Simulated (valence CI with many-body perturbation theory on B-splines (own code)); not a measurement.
# Forbidden lines of Lu⁶⁵⁺

Calculated by configuration interaction combined with many-body perturbation theory (CI+MBPT): four valence electrons over a frozen Dirac-Fock core [He], radial functions for each j: 11 s, 11 p, 10 d, 8 f, 5 g, 2 h, with the one-electron correlation potential Σ1, the two-electron term Σ2, the three-electron term Σ3, Breit, model QED; selected CI, second order for the rest, scaled by the run's own slope (own B-spline code, finite nucleus).

The last digits are not significant, and no measured levels were compared; by estimate large intervals hold to a few tenths of a per cent, small ones and those within an open d or f shell to about a per cent. Among the levels kept, up to 1100 cm⁻¹ of a level comes from second order outside the variational space, and about a tenth of that is noise between levels of different J, which matters for small intervals.

Lines 51 to 86 of 86 in falling wavelength, among levels below 12964 eV, chosen from the decays that carry over 1 % of a level's rate. Wavelengths and rates use the calculated energies. Electric multipoles are in the length gauge with retardation, E1 and E2 with the static RPA response of the core. Weak lines are less certain than strong ones. Lines between different terms over intervals too small for the method are left out, as are lines whose strength nearly cancels. The highest levels of a list are the least certain.

Levels are named by their leading jj configuration (3d3/2^4 stands for four electrons in 3d with j = 3/2), which in mixed levels can hold well under half, so a name can repeat and another be missing. Letters in brackets count levels of one name in rising energy.

| λ vac (Å) | Upper | Lower | Type | A (s⁻¹) | Branch % |
| --- | --- | --- | --- | --- | --- |
| 1.252 | (2s^2 2p3/2 3p3/2) J=3 | (2s^2 2p1/2 2p3/2) J=2 | E2 | 5.70e+11 | 6.2 |
| 1.252 | (2s^2 2p3/2 3p3/2) J=1 | (2s^2 2p1/2 2p3/2) J=2 | E2 | 1.18e+12 | 8.5 |
| 1.252 | (2s 2p3/2^2 3p3/2) J=4 | (2s 2p1/2 2p3/2^2) J=2 [a] | E2 | 9.55e+11 | 21.1 |
| 1.250 | (2s^2 2p3/2 3p3/2) J=3 | (2s^2 2p1/2 2p3/2) J=1 | E2 | 8.24e+11 | 9.0 |
| 1.248 | (2s^2 2p3/2 3p3/2) J=2 | (2s^2 2p1/2 2p3/2) J=2 | E2 | 9.60e+11 | 8.8 |
| 1.246 | (2s^2 2p3/2 3p3/2) J=2 | (2s^2 2p1/2 2p3/2) J=1 | E2 | 4.16e+11 | 3.8 |
| 1.245 | (2s^2 2p3/2 3p3/2) J=0 | (2s^2 2p1/2 2p3/2) J=2 | E2 | 1.35e+12 | 10.5 |
| 1.237 | (2s 2p1/2 2p3/2 3d5/2) J=5 | (2s 2p1/2^2 2p3/2) J=2 | E3 | 8.06e+09 | 7.2 |
| 1.236 | (2s 2p3/2^2 3d5/2) J=5 | (2s 2p1/2 2p3/2^2) J=3 | M2 | 2.06e+10 | 1.2 |
| 1.231 | (2s^2 2p3/2 3d5/2) J=4 | (2s^2 2p1/2 2p3/2) J=2 | M2 | 3.12e+10 | 13.6 |
| 1.231 | (2s^2 2p3/2 3d5/2) J=4 | (2s^2 2p1/2 2p3/2) J=2 | E3 | 3.26e+09 | 1.4 |
| 1.229 | (2s^2 2p3/2 3d5/2) J=4 | (2s^2 2p1/2 2p3/2) J=1 | E3 | 5.65e+09 | 2.5 |
| 1.216 | (2p1/2^2 2p3/2 3d3/2) J=2 | (2s 2p1/2^2 2p3/2) J=1 | E2 | 2.62e+12 | 1.9 |
| 1.216 | (2p1/2 2p3/2^2 3d3/2) J=4 | (2s 2p1/2 2p3/2^2) J=2 [b] | E2 | 4.08e+12 | 22.5 |
| 1.215 | (2p1/2^2 2p3/2 3d3/2) J=3 | (2s 2p1/2^2 2p3/2) J=1 | E2 | 3.42e+12 | 7.3 |
| 1.215 | (2s 2p1/2 2p3/2 3d3/2) J=4 | (2s^2 2p1/2 2p3/2) J=2 | E2 | 3.79e+12 | 24.1 |
| 1.213 | (2s 2p1/2^2 3d3/2) J=2 | (2s^2 2p1/2^2) J=0 | E2 | 4.33e+12 | 1.8 |
| 1.210 | (2s 2p1/2 2p3/2 3d5/2) J=4 [a] | (2s^2 2p1/2 2p3/2) J=2 | E2 | 5.20e+11 | 1.5 |
| 1.207 | (2s 2p1/2 2p3/2 3d3/2) J=3 [c] | (2s^2 2p1/2 2p3/2) J=2 | E2 | 2.38e+12 | 1.5 |
| 1.206 | (2p1/2^2 2p3/2 3d3/2) J=2 | (2s 2p1/2^2 2p3/2) J=2 | E2 | 4.62e+12 | 3.3 |
| 1.206 | (2p1/2 2p3/2^2 3d3/2) J=4 | (2s 2p1/2 2p3/2^2) J=3 | E2 | 2.60e+12 | 14.3 |
| 1.205 | (2p1/2^2 2p3/2 3d3/2) J=3 | (2s 2p1/2^2 2p3/2) J=2 | E2 | 3.75e+12 | 8.0 |
| 1.205 | (2p1/2^2 2p3/2 3d3/2) J=1 | (2s 2p1/2^2 2p3/2) J=2 | E2 | 6.66e+12 | 1.8 |
| 1.205 | (2s 2p3/2^2 3d5/2) J=4 [a] | (2s^2 2p3/2^2) J=2 | E2 | 3.23e+12 | 39.0 |
| 1.205 | (2p1/2^2 2p3/2 3d3/2) J=0 | (2s 2p1/2^2 2p3/2) J=2 | E2 | 7.20e+12 | 28.6 |
| 1.203 | (2p1/2 2p3/2^2 3d3/2) J=1 [a] | (2s 2p1/2 2p3/2^2) J=2 [a] | E2 | 5.87e+12 | 2.8 |
| 1.203 | (2p1/2 2p3/2^2 3d3/2) J=2 [a] | (2s 2p1/2 2p3/2^2) J=2 [a] | E2 | 5.18e+12 | 3.2 |
| 1.203 | (2p1/2 2p3/2^2 3d3/2) J=0 | (2s 2p1/2 2p3/2^2) J=2 [a] | E2 | 6.30e+12 | 1.9 |
| 1.202 | (2p1/2 2p3/2^2 3d3/2) J=3 [a] | (2s 2p1/2 2p3/2^2) J=2 [a] | E2 | 3.18e+12 | 1.0 |
| 1.201 | (2p1/2 2p3/2^2 3d3/2) J=4 | (2s 2p1/2 2p3/2^2) J=2 [a] | E2 | 4.79e+11 | 2.6 |
| 1.197 | (2s 2p3/2^2 3d5/2) J=2 [b] | (2s^2 2p3/2^2) J=0 | E2 | 8.97e+12 | 3.4 |
| 1.196 | (2p1/2^2 2p3/2 3d5/2) J=4 | (2s 2p1/2^2 2p3/2) J=2 | E2 | 7.33e+12 | 57.8 |
| 1.195 | (2s 2p1/2 2p3/2 3d5/2) J=4 [c] | (2s^2 2p1/2 2p3/2) J=2 | E2 | 5.14e+12 | 1.1 |
| 1.194 | (2s 2p1/2 2p3/2 3d5/2) J=3 [c] | (2s^2 2p1/2 2p3/2) J=1 | E2 | 5.19e+12 | 1.5 |
| 1.192 | (2s 2p3/2^2 3d5/2) J=4 [b] | (2s^2 2p3/2^2) J=2 | E2 | 7.05e+12 | 26.1 |
| 1.192 | (2s 2p3/2^2 3d5/2) J=3 [b] | (2s^2 2p3/2^2) J=2 | E2 | 1.60e+12 | 4.4 |
